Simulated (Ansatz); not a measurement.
Consider the substitution at a C–C bond: `Cc1ccccc1` + HI → `Ic1ccccc1` + CH₄.

Isolated molecules relaxed with PBE0-D4/def2-TZVP in Ansatz; ΔE leaves out vibrations. CBS: MP2 limit from def2 TZ/QZ plus the TZ coupled-cluster correction, frozen cores. This one scheme is used for every species. Functionals use def2-TZVPP. B3LYP here is the variant with VWN-RPA as its local correlation; programs differ in this. def2 core potentials past Kr. For I outer-core shells are correlated without core-valence functions, which leaves a few kJ/mol of doubt a bond.

Q: Is it downhill or uphill in electronic energy at CCSD(T)/CBS, and by how much? (An estimate is asked.)

A: Computed: Nearly level: ΔE = 0.0 kcal/mol.

Q: What do these levels give: B97M-V, ωB97M-V, PBE-QIDH, B3LYP, CCSD/def2-SVP, CCSD/def2-TZVPP? (An estimate is asked.)

A: Ansatz gave: B97M-V 1.4, ωB97M-V 2.0, PBE-QIDH 1.2, B3LYP 1.7, CCSD/def2-SVP 5.6, CCSD/def2-TZVPP 1.9 kcal/mol.

Q: What do rigid-rotor, harmonic-oscillator terms from PBE0-D4/def2-TZVP frequencies (298.15 K, 1 bar) make of the CCSD(T)/CBS value? (Estimate.)

A: Ansatz gave: ΔZPE = +1.1 kcal/mol, ΔH = +1.2 kcal/mol, ΔS = -23 J/(mol·K), ΔG = +2.8 kcal/mol. Modes under 50 cm⁻¹ make the entropy rough.

Largest T1 diagnostic among the species: 0.010.

Leaving LDA and LC-ωPBE aside and taking each functional with its dispersion term where it has one, the values, not all of them listed here, spread over 3.1 kcal/mol, from BLYP-D4 to CAM-B3LYP-D4. LDA lies +2.3 kcal/mol from PBE without D4. In def2-TZVPP, CCSD(T) changes the Hartree–Fock value by −3.9 kcal/mol (the triples alone add −1.2 kcal/mol) and MP2 by −6.5 kcal/mol. From BLYP to BHLYP (50 % exact exchange), in def2-TZVPP and without D4, ΔE moves by +2.8 kcal/mol.
